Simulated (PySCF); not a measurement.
Shifts of the heteroatoms

Geometry (Å), atoms numbered from 1 in this order:
```xyz
17

C    -2.3275    0.1766   -1.1621
C    -1.8234   -0.3176    0.1857
O    -0.4441   -0.1195    0.2657
Si    0.5671   -0.5996    1.4292
N     2.0661   -0.0129    0.8222
Si    2.4103    0.6907   -0.7238
H    -2.1026    1.2340   -1.2744
H    -1.8331   -0.3679   -1.9623
H    -3.4014    0.0289   -1.2383
H    -2.3195    0.2275    0.9992
H    -2.0543   -1.3834    0.3105
H     0.5587   -2.0631    1.5654
H     0.2492    0.0174    2.7230
H     2.8440   -0.1497    1.4424
H     1.6016    1.8928   -0.9312
H     3.8362    1.0304   -0.6589
H     2.1657   -0.2723   -1.8023
```

[PySCF: GIAO PBE0/pcSseg-1 shieldings; structure optimised with GFN2-xTB; non-relativistic Hamiltonian; no solvent model; a single conformation; rapidly exchanging positions averaged]

Question: Where does 29Si resonate?

Answer: 
| atoms | environment | σ (ppm) | δ (ppm) |
| --- | --- | --- | --- |
| Si4 | silicon bonded to N, O, 2 H | 376.7 | -29.7 |
| Si6 | silicon bonded to N, 3 H | 409.7 | -56.8 |

Shieldings were converted by a linear fit to measured shifts: 29Si (scatter 8.9 ppm rms, 25.8 ppm with the 6 outliers that the fit left out vs TMS, solution or neat liquid). A few per cent of atoms miss by over 2 rms, more outside the fitted compound classes.

On a 600 MHz spectrometer 29Si resonates near 119.2 MHz, so 1 ppm is 119.2 Hz.

Question: Where does 15N resonate?

Answer: 
```tsv
atoms	environment	σ (ppm)	δ (ppm)
N5	nitrogen bonded to 2 Si, H	268.9	-395.8
```

Shieldings were converted by a linear fit to measured shifts: 15N: δ = -148.07 − 0.921σ (rms 6.3 ppm, 71 shifts vs CH3NO2, solution or neat liquid). Occasional misses reach two or three times the rms, and more in compound classes unlike the fitted ones.

On a 300 MHz spectrometer 15N resonates near 30.4 MHz, so 1 ppm is 30.4 Hz.

Question: Predict the 17O NMR data.

Answer: 
| atoms | environment | σ (ppm) | δ (ppm) |
| --- | --- | --- | --- |
| O3 | oxygen bonded to C, Si | 301.6 | -8.0 |

Shieldings were converted by a linear fit to measured shifts: 17O: δ = 266.70 − 0.911σ (rms 10.7 ppm, 155 shifts, 12.2 ppm with the 3 outliers that the fit left out vs liquid water, solution or neat liquid). A few per cent of atoms miss by over 2 rms, more outside the fitted compound classes.

On a 400 MHz spectrometer 17O resonates near 54.2 MHz, so 1 ppm is 54.2 Hz.
